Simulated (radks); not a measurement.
All-electron atom: Ru4+ in [Kr] 4d3 4f1 (not the ground configuration). Calculated with a radial shooting solver on a logarithmic mesh with Libxc functionals: Dirac Kohn-Sham, revPBE, spin-unpolarised, spherical densities, finite nucleus; open shells fill j = l - 1/2 first; Fermi nuclear charge, rms radius 4.4809 fm.

Spin-orbit splittings of the eigenvalues, e(l+1/2) - e(l-1/2), with zeta = 2 splitting/(2l+1) and mean radii in bohr:

shell  occ.  splitting (eV)  zeta (eV)  <r> j=l-1/2  <r> j=l+1/2
2p        6           130.9      87.27       0.1236       0.1284
3p        6               ?          ?       0.3953       0.4059
3d       10           4.342      1.737       0.3815       0.3849
4p        6           3.657      2.438        1.067        1.092
4d        3          0.4886     0.1954        1.326        1.335
4f        1        0.008758   0.002502        2.658        2.660

Estimate the 3p splitting.

Answer. 22.25 eV (zeta = 14.83 eV).
